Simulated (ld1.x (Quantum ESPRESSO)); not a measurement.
u(r) = r·R(r): atom against pseudo-atom (cobalt)

Columns: radius, all-electron u(r) and pseudo u(r) of the 3p shell (level -84.73 eV) of cobalt in the configuration [Ne] 3s2 3p6 3d7 4s0 4p0; PBE, scalar-relativistic, PAW scheme, ld1.x (Quantum ESPRESSO) 7.5.

```json
{"r (bohr)": "0.105", "all-electron": "0.5840", "pseudo": "-0.0334"}
{"r (bohr)": "0.210", "all-electron": "0.4163", "pseudo": "-0.1280"}
{"r (bohr)": "0.315", "all-electron": "-0.1851", "pseudo": "-0.2686"}
{"r (bohr)": "0.420", "all-electron": "-0.7207", "pseudo": "-0.4327"}
{"r (bohr)": "0.525", "all-electron": "-1.0474", "pseudo": "-0.5951"}
{"r (bohr)": "0.630", "all-electron": "-1.1806", "pseudo": "-0.7319"}
{"r (bohr)": "0.735", "all-electron": "-1.1796", "pseudo": "-0.8254"}
{"r (bohr)": "0.840", "all-electron": "-1.1004", "pseudo": "-0.8659"}
{"r (bohr)": "0.945", "all-electron": "-0.9837", "pseudo": "-0.8534"}
{"r (bohr)": "1.050", "all-electron": "-0.8548", "pseudo": "-0.7963"}
{"r (bohr)": "1.155", "all-electron": "-0.7283", "pseudo": "-0.7092"}
{"r (bohr)": "1.260", "all-electron": "-0.6118", "pseudo": "-0.6083"}
{"r (bohr)": "1.365", "all-electron": "-0.5085", "pseudo": "-0.5084"}
{"r (bohr)": "1.470", "all-electron": "-0.4191", "pseudo": "-0.4191"}
{"r (bohr)": "1.575", "all-electron": "-0.3432", "pseudo": "-0.3432"}
{"r (bohr)": "1.680", "all-electron": "-0.2796", "pseudo": "-0.2796"}
{"r (bohr)": "1.785", "all-electron": "-0.2268", "pseudo": "-0.2268"}
{"r (bohr)": "1.890", "all-electron": "-0.1833", "pseudo": "-0.1833"}
{"r (bohr)": "1.995", "all-electron": "-0.1477", "pseudo": "-0.1477"}
{"r (bohr)": "2.100", "all-electron": "-0.1186", "pseudo": "-0.1186"}
{"r (bohr)": "2.205", "all-electron": "-0.0951", "pseudo": "-0.0951"}
{"r (bohr)": "2.310", "all-electron": "-0.0761", "pseudo": "-0.0761"}
{"r (bohr)": "2.415", "all-electron": "-0.0608", "pseudo": "-0.0608"}
{"r (bohr)": "2.520", "all-electron": "-0.0485", "pseudo": "-0.0485"}
{"r (bohr)": "2.625", "all-electron": "-0.0386", "pseudo": "-0.0386"}
{"r (bohr)": "2.730", "all-electron": "-0.0307", "pseudo": "-0.0307"}
```

Q: How many radial nodes do the two functions have?

A: The all-electron 3p function has n − l − 1 = 1; the pseudo-wave has 0, since the states of the same l below it are removed with the core.

Q: At about which radius was the pseudo-wave matched?

A: 1.50 bohr. The columns agree to 0.0005 from 1.36 bohr on; several derivatives are matched, so the curves merge somewhat inside the radius.

Q: Where does each function peak?

A: Outermost all-electron maximum near 0.63 bohr, pseudo maximum near 0.84 bohr (to the table’s step).

Q: Is the pseudo-wave norm-conserving?

A: No, it belongs to a PAW set: the norm inside the radius is not constrained, and the difference is carried by the augmentation charge.
